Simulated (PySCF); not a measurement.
Geometries of 4 isomers of C6H7NO, from PySCF 2.14.0, PBE0-D3(BJ)/def2-TZVP geometry optimisation, gas phase. One conformer each, no zero-point energy, no frequencies.

Question: Which isomer lies lowest at this level?
A.
```xyz
15
angstrom
N      2.286   -0.133    0.992
C      1.003    0.020    0.494
C      0.235    1.136    0.840
C     -1.023    1.300    0.293
C     -1.549    0.377   -0.599
C     -0.781   -0.731   -0.940
O     -1.225   -1.681   -1.803
C      0.483   -0.911   -0.401
H      2.475    0.353    1.852
H      2.645   -1.073    0.989
H      0.633    1.870    1.532
H     -1.612    2.168    0.567
H     -2.539    0.512   -1.021
H     -2.104   -1.438   -2.105
H      1.057   -1.784   -0.693
```
B.
```xyz
15
angstrom
N     -2.546    0.069    0.419
C     -1.172    0.005    0.183
C     -0.510   -1.222    0.129
C      0.860   -1.290   -0.042
C      1.610   -0.129   -0.164
O      2.957   -0.252   -0.333
C      0.965    1.098   -0.111
C     -0.410    1.163    0.062
H     -2.987    0.906    0.074
H     -3.053   -0.753    0.131
H     -1.080   -2.141    0.228
H      1.364   -2.248   -0.085
H      3.346    0.624   -0.396
H      1.536    2.017   -0.205
H     -0.895    2.132    0.106
```
C.
```xyz
15
angstrom
C     -2.156   -0.176   -0.177
C     -0.680   -0.128   -0.069
C      0.161   -1.216   -0.206
C      1.534   -1.091   -0.091
C      2.049    0.170    0.170
C      1.202    1.242    0.304
N     -0.147    1.107    0.189
O     -0.905    2.111    0.320
H     -2.616    0.181    0.748
H     -2.489   -1.191   -0.389
H     -2.501    0.502   -0.962
H     -0.292   -2.179   -0.409
H      2.183   -1.950   -0.200
H      3.114    0.336    0.271
H      1.516    2.255    0.507
```
D.
```xyz
15
angstrom
O      2.766    0.360    0.721
C      1.838   -0.679    0.704
C      0.492   -0.225    0.201
C     -0.603   -1.081    0.138
C     -1.802   -0.590   -0.340
C     -1.874    0.738   -0.740
C     -0.734    1.513   -0.640
N      0.424    1.044   -0.180
H      2.292    1.124    0.352
H      2.191   -1.499    0.062
H      1.716   -1.098    1.713
H     -0.508   -2.112    0.461
H     -2.673   -1.232   -0.400
H     -2.794    1.163   -1.120
H     -0.743    2.556   -0.940
```

Answer: A. That is 3-aminophenol (`c1c(O)cc(cc1)N`), 2.9 kcal/mol below the next.

| SMILES | atoms numbered as above | E (Eh) | relative (kcal/mol) | relative (kJ/mol) | dipole (D) |
| --- | --- | --- | --- | --- | --- |
| Nc1cccc(O)c1 | [NH2:1][c:2]1[cH:3][cH:4][cH:5][c:6]([OH:7])[cH:8]1 | -362.56289 | 0.0 | 0.0 | 1.15 |
| Nc1ccc(O)cc1 | [NH2:1][c:2]1[cH:3][cH:4][c:5]([OH:6])[cH:7][cH:8]1 | -362.55821 | 2.9 | 12.3 | 2.03 |
| OCc1ccccn1 | [OH:1][CH2:2][c:3]1[cH:4][cH:5][cH:6][cH:7][n:8]1 | -362.54734 | 9.8 | 40.8 | 3.80 |
| Cc1cccc[n+]1[O-] | [CH3:1][c:2]1[cH:3][cH:4][cH:5][cH:6][n+:7]1[O-:8] | -362.50099 | 38.8 | 162.5 | 3.61 |

As drawn, the lowest has an O–H bond and an N–H bond, which the highest lacks; the highest has an N–O linkage, which the lowest lacks.
